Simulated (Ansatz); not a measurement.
Spin states of the cluster MgF3⁻ (the lowest singlet isomer of a short search), each relaxed with r2SCAN-D4/def2-TZVPD in Ansatz. Electronic energies in the gas phase.

LC-ωPBE has ω = 0.4 bohr⁻¹. B3LYP takes the VWN-RPA correlation. HSE06 is defined as in plane-wave codes, on full-range PBE exchange. Correlated methods freeze 4 core orbitals; core or outer-core shells of Mg are correlated, in sets that lack core-valence functions. In CCSD on the charge -1 quintet the largest single amplitude is 0.22, so its Hartree–Fock determinant may place the open shell otherwise than the density functionals do. HOMO above LUMO, or a gap near zero within one spin, warns that the state may not be the lowest or that an electron is smeared out. In the triplet, F2 and F3 lie 1.99 Å apart (atoms count from 1), so these atoms are partly bonded to each other. In the quintet geometry the species has come apart into loosely held pieces. In the quintet, F2 and F3 lie 1.99 Å apart (atoms count from 1), so these atoms are partly bonded to each other. The structure comes from a short search, and lower isomers may exist.

Singlet geometry (D3h within 0.1 Å):

| atom | x (Å) | y (Å) | z (Å) |
| --- | --- | --- | --- |
| Mg1 | -0.001 | -0.001 | 0.001 |
| F2 | 1.473 | -0.563 | 0.905 |
| F3 | -0.879 | 1.499 | 0.537 |
| F4 | -0.594 | -0.934 | -1.443 |

Triplet geometry (Cs within 0.1 Å):

```tsv
atom	x (Å)	y (Å)	z (Å)
Mg1	-0.1210	-0.6668	-0.3383
F2	-0.8809	1.1604	-0.4167
F3	1.0827	0.8929	-0.5763
F4	-0.0808	-1.3865	1.3314
```

Quintet geometry (Cs within 0.1 Å):

Cartesian coordinates in Å:
```
Mg 0.216 -0.384 -0.184
F -0.901 -1.728 -1.082
F -1.727 -0.101 -0.283
F 2.412 2.213 1.549
```

⟨S²⟩: triplet 2.01 at PBE0-D4/def2-TZVPD (pure 2.00), quintet 6.01 at PBE0-D4/def2-TZVPD (pure 6.00).

Run but left out: HF/6-31G, HF/def2-TZVPD, HF/def2-TZVPPD, MP2/def2-TZVPD, MP2/def2-TZVPPD (triplet: a determinant that CCSD turns far, T1 0.046); HF/6-31G, HF/def2-TZVPD, HF/def2-TZVPPD, MP2/def2-TZVPD, MP2/def2-TZVPPD (quintet: a determinant that CCSD turns far, T1 0.046).

Only these spin states were relaxed. The quintet has fallen apart into loose fragments. The quintet has other bonds than the singlet, so the gap mixes isomer and spin.

Task: Estimate which spin state lies lowest at each of these levels, and by how much: LDA (SPW92)/def2-TZVPD; PBE-D4/def2-TZVPD; r2SCAN-D4/def2-TZVPD; B3LYP-D4/6-31G; PBE0-D4/def2-TZVPD; r2SCAN0-D4/def2-TZVPD; HSE06-D4/def2-TZVPD; LC-ωPBE/def2-TZVPD; PBE-QIDH/def2-TZVPD; RPA@PBE/def2-TZVPD; CCSD/def2-TZVPPD; CCSD(T)/def2-TZVPPD.

Result: 
| level | triplet − singlet (kcal/mol) | quintet − singlet (kcal/mol) | lowest of these | remarks |
| --- | --- | --- | --- | --- |
| LDA (SPW92)/def2-TZVPD | 121.8 | 294.1 | singlet | HOMO above zero (quintet), HOMO above zero (triplet), gap within one spin near zero (quintet) |
| PBE-D4/def2-TZVPD | 117.1 | 276.2 | singlet | HOMO above zero (quintet), HOMO above zero (triplet), gap within one spin near zero (quintet) |
| r2SCAN-D4/def2-TZVPD | 119.9 | 278.0 | singlet | HOMO above zero (quintet), HOMO above zero (triplet), gap within one spin near zero (quintet) |
| B3LYP-D4/6-31G | 108.7 | 263.8 | singlet | HOMO above zero (quintet), HOMO above zero (triplet) |
| PBE0-D4/def2-TZVPD | 123.9 | 279.4 | singlet | HOMO above zero (quintet), HOMO above zero (triplet) |
| r2SCAN0-D4/def2-TZVPD | 125.7 | 279.1 | singlet | HOMO above zero (quintet), HOMO above zero (triplet) |
| HSE06-D4/def2-TZVPD | 123.7 | 279.1 | singlet | HOMO above zero (quintet), HOMO above zero (triplet) |
| LC-ωPBE/def2-TZVPD | 132.1 | 293.6 | singlet | – |
| PBE-QIDH/def2-TZVPD | 135.7 | 292.8 | singlet | – |
| RPA@PBE/def2-TZVPD | 120.8 | 263.9 | singlet | – |
| CCSD/def2-TZVPPD | 139.5 | 295.8 | singlet | HOMO above zero (quintet), large T1 (0.046) (quintet), large T1 (0.046) (triplet) |
| CCSD(T)/def2-TZVPPD | 138.0 | 296.7 | singlet | HOMO above zero (quintet), large T1 (0.046) (quintet), large T1 (0.046) (triplet) |

Change of the quintet − singlet gap on mixing in exact exchange, in kcal/mol: PBE to PBE0 (25 % exact exchange) 3.2; r2SCAN to r2SCAN0 (25 % exact exchange) 1.2.
